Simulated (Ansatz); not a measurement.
Input file for Ansatz (a first-principles code): U-B3LYP/def2-TZVPP on TiAs, 2S+1 = 2, a spin state set in the input, which need not be the lowest, a point of a bond scan (R = 2.302 Å).

Ansatz 0.2 input:
```yaml
crystal:
  periodic: [false, false, false]
  atoms:
    - {symbol: Ti, position_ang: [0.00000000, 0.00000000, 0.00000000]}
    - {symbol: As, position_ang: [0.00000000, 0.00000000, 2.30219200]}
basis:
  gaussian:
    orbitals: def2-TZVPP
    pivot_positions_ang: [[0.00000000, 0.00000000, 0.00000000], [0.00000000, 0.00000000, 2.30219200]]
hamiltonian:
  xc: {name: B3LYP}
magnetization: {spin_polarized: true, initial_magnetization: 1}
output: {forces: true, orbitals: {seedname: ./end}}
```

Output:

```
WARN ansatz: RAYON_NUM_THREADS=1 ignored (pool sized by the plan → 1); use --threads N
Functional definition: B3LYP
integrals: 0.04 GiB planned
914 factors; their error is unknown
mean field: 0.66 GiB planned
mean field evaluation 1: about -83949.7609 eV, gradient 3.5e1 eV
mean field evaluation 2: about -83920.6161 eV, gradient 7.3e1 eV
mean field evaluation 4: about -83925.5971 eV, gradient 7.6e1 eV
mean field evaluation 8: about -83955.0110 eV, gradient 9.8e-1 eV
mean field evaluation 16: about -83955.3936 eV, gradient 4.7e-2 eV
mean field evaluation 32: about -83916.3294 eV, gradient 1.2e2 eV
mean field evaluation 64: about -83948.7446 eV, gradient 1.3e1 eV
mean field evaluation 96: about -83955.2947 eV, gradient 2.7e0 eV
mean field evaluation 128: about -83954.9989 eV, gradient 2.3e-1 eV
mean field evaluation 160: about -83955.3929 eV, gradient 2.0e-1 eV
mean field evaluation 192: about -83954.1643 eV, gradient 1.6e-1 eV
mean field evaluation 224: about -83952.6439 eV, gradient 1.2e0 eV
mean field evaluation 256: about -83949.6358 eV, gradient 6.9e0 eV
mean field evaluation 288: about -83954.1314 eV, gradient 1.5e0 eV
mean field -83955.39363198 eV, -3085.3038089655 hartree, gradient 2.6e-7 eV, S^2 1.311537; 15 other end points of the search recorded, 0 dependent functions left out
the calculation of the forces begins
reference -83955.39380940 eV, -3085.3038154857 hartree; 28, 27 occupied and 84, 85 virtual orbitals, 914 factors
Total energy: -83955.39380940 eV, -3085.3038154857 hartree
Atom 0 at     0.000000     0.000000     0.000000 Å, force    -0.000000     0.000000     0.260196 eV/Å
Atom 1 at     0.000000     0.000000     2.302192 Å, force     0.000000    -0.000000    -0.260196 eV/Å
Dipole moment:     0.000000     0.000000    -1.193875 e Å
```

Self-consistency was reached. Its determinant has ⟨S²⟩ = 1.31, a mixture of spin states.

Cost: very roughly 110 core-seconds.
